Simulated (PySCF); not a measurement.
A structure optimised at PBE0-D3(BJ)/def2-SVP, used in a PySCF frequency run:

```
Cr
O 1 1.5055
O 1 1.5055 2 106.99
F 1 1.6502 2 111.24 3 -121.68
```
Charge +1, spin multiplicity 1.

Task: Write its SMILES, formula and point group.

Result: [O]=[Cr+](=[O])[F], CrFO₂, Cs

Task: What are its rotational constants (standard atomic weights)?

Result: 9.4530, 7.1679, 4.5625 GHz
